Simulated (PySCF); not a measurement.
Run record: geometry optimisation, C10H24Ge4.

Computed with PBE0-D3(BJ)/def2-SVP geometry optimisation, gas phase (PySCF 2.14.0). Start geometry: GFN2-xTB. A driver script takes a list of jobs; this job's settings line and coordinates (Å) are shown.

Command:
```bash
OMP_NUM_THREADS=2 python probes_run.py task.json out
```

Input:
```
{"job": {"xc": "PBE0", "basis": "def2-SVP", "d3": "d3bj", "grid": 1, "maxiter": 40, "shake": 0.03, "kind": "geom"}, "charge": 0, "multiplicity": 1}
Ge    -0.880110     0.696430    -1.573540
C     -1.896480     1.532650    -3.172210
C     -1.045240     2.039220    -0.096990
Ge     0.042570     1.313370     1.502940
C     -0.122740     2.592290     2.986760
C      1.805980     0.922520     1.011890
Ge     1.932890    -0.391330    -0.476280
C      3.848590    -0.751010    -0.966650
C      0.942370     0.399430    -1.972450
C      0.975870    -2.057060     0.102270
Ge    -0.930970    -1.705640     0.576340
C     -1.791930    -3.384140     1.116690
C     -1.903010    -0.877620    -1.047800
C     -0.994900    -0.376750     2.052980
H     -2.939870     1.689340    -2.942900
H     -1.434250     2.533700    -3.431870
H     -1.817060     0.906740    -4.020770
H     -2.046810     2.288250     0.203090
H     -0.517350     2.957850    -0.359730
H      0.306230     2.231310     3.911180
H      0.333450     3.539050     2.714690
H     -1.116940     2.785310     3.258770
H      2.363850     0.535960     1.817680
H      2.308020     1.839640     0.715420
H      4.349580     0.096660    -1.284530
H      4.313290    -1.105410    -0.092800
H      3.848770    -1.560000    -1.691470
H      1.010690    -0.293290    -2.830590
H      1.454820     1.280240    -2.371350
H      1.001050    -2.732210    -0.784690
H      1.482250    -2.496720     0.932550
H     -1.281560    -3.880720     1.886670
H     -1.817570    -4.064310     0.301830
H     -2.830670    -3.205240     1.396870
H     -1.814080    -1.596330    -1.866470
H     -2.856340    -0.713490    -0.755950
H     -1.971090    -0.106810     2.357030
H     -0.400720    -0.866660     2.893700
```

Output:
```
step   0  E = -8700.79203222  max force = 0.102001
step   1  E = -8700.84067503  max force = 0.017596
step   2  E = -8700.84475271  max force = 0.005917
step   3  E = -8700.84554701  max force = 0.001370
step   4  E = -8700.84563959  max force = 0.000907
step   5  E = -8700.84569195  max force = 0.000509
step   6  E = -8700.84570864  max force = 0.000360
step   7  E = -8700.84572058  max force = 0.000277
optimisation converged
```

Energies in Eh; «max force» is the largest Cartesian gradient component in Eh/bohr.

Task: Give the first gradient maximum in eV/Å.

Result: With 1 Eh/bohr = 51.422 eV/Å, 5.245 eV/Å.

Task: How much energy does the optimisation release, in eV?

Result: E(step 0) − E(last step) = 0.053688 Eh, which is 1.461 eV.

Main results: final energy -8700.84572 Eh after 7 steps; dipole 0.01 D.

On 2 threads of an Intel Xeon Platinum 8259CL at 2.50 GHz, shared host with 96 logical CPUs at a one-minute load of 32, this took 18 min wall, 37 min CPU and 4.0 GiB of memory at its peak.
Labels such as C1 count atoms from 1, the log's own numbers from 0.
